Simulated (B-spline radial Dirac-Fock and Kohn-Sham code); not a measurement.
# Levels of muonic ¹⁰⁶Pd

Nucleus: ¹⁰⁶Pd, Fermi distribution (skin thickness 2.3 fm), rms radius 4.5318 fm (measured, Angeli and Marinova 2013).

Input file task.json (cfg lists n, l and occupation; rrms is the nuclear radius in fm):

```json
{"items": [{
  "Z": 46,
  "q": 0,
  "cfg": [[1, 0, 2], [2, 0, 2], [2, 1, 6], [3, 0, 2], [3, 1, 6], [3, 2, 10], [4, 0, 2], [4, 1, 6], [4, 2, 10]],
  "A": 106,
  "rrms": 4.5318,
  "do": "muonic",
  "nuclei": [[106, 105.90348, 4.5318, "measured", "fermi"]]
}]}
```

Launch: `python xray2_run.py task.json out`

Level of theory: the Dirac equation of a negative muon with reduced mass in the field of a spherical finite nucleus, with the Uehling potential to all orders; nuclear polarisation, deformation, hyperfine structure, self-energy, higher-order vacuum polarisation, relativistic recoil and electron screening are left out; a radial atomic solver.

| level | binding (keV) | point nucleus, no QED (keV) | vacuum polarisation (keV) | ⟨r⟩ (fm) |
| --- | --- | --- | --- | --- |
| 1s1/2 | 4582 | 6124 | 31.600 | 10.8 |
| 2s1/2 | 1321 | 1542 | 6.569 | 37.5 |
| 2p1/2 | 1532 | 1542 | 8.471 | 26.8 |
| 2p3/2 | 1498 | 1497 | 7.926 | 27.6 |
| 3s1/2 | 612.7 | 680.4 | 2.215 | 80.9 |
| 3p1/2 | 676.5 | 680.4 | 2.625 | 67.8 |
| 3p3/2 | 666.8 | 667.0 | 2.493 | 68.9 |
| 3d3/2 | 669.1 | 667.0 | 2.123 | 57.5 |
| 3d5/2 | 664.9 | 662.8 | 2.072 | 58.0 |
| 4d3/2 | 375.8 | 375.0 | 0.867 | 115.3 |
| 4d5/2 | 374.0 | 373.2 | 0.848 | 116.0 |
| 4f5/2 | 373.9 | 373.2 | 0.691 | 99.4 |
| 4f7/2 | 373.0 | 372.3 | 0.683 | 99.8 |

Q: By how much does the finite nuclear size lower the 1s binding energy?

A: By 1574 keV, 25.70 % of the point-nucleus value (point value plus vacuum polarisation less the binding energy). The 1s orbit has ⟨r⟩ = 10.8 fm.

Values without a named source are computed, but for edge energies of neutral atoms, which are taken from tables.
